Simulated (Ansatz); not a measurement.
`C[SiH](Cl)C#CO` + `BSC` → `BS[SiH](C)Cl` + `CC#CO`  (formal exchange of groups at the Si–C bond)

Computed with Ansatz on PBE0-D4/def2-TZVP structures; ΔE is electronic, products minus reactants. CCSD(T)/CBS adds triple-zeta CCSD(T) − MP2 to the extrapolated MP2 energy (def2 sets, frozen cores). Functionals use def2-TZVPP. Each species was taken in one conformer, which may not be the lowest.

```tsv
level	ΔE (kJ/mol)
r2SCAN-D4	-22.2
ωB97M-V	-26.1
B2PLYP	-21.0
PBE	-23.9
PBE0	-27.6
MP2/def2-QZVPP	-25.8
MP2/CBS(def2)	-26.8
CCSD/CBS(def2)	-26.5
```

Problem. What does CCSD(T)/CBS give? (Best estimate.)

Solution. The calculation gave: -25.1 kJ/mol. The listed levels differ from it by 2.9, -1.0, 4.1, 1.2, -2.5, -0.7, -1.7, -1.4 kJ/mol.

Largest T1 diagnostic among the species: 0.014.

From PBE to PBE0 (25 % exact exchange), in def2-TZVPP and without D4, ΔE moves by −3.7 kJ/mol. The D4 term adds −4.3 kJ/mol with B3LYP and −2.4 kJ/mol with PBE0; it sums over pairs of atoms, weighted by their polarisabilities, and B3LYP, whose exchange is more repulsive, gets the larger term.

B3LYP here is the variant with VWN-RPA as its local correlation; programs differ in this.
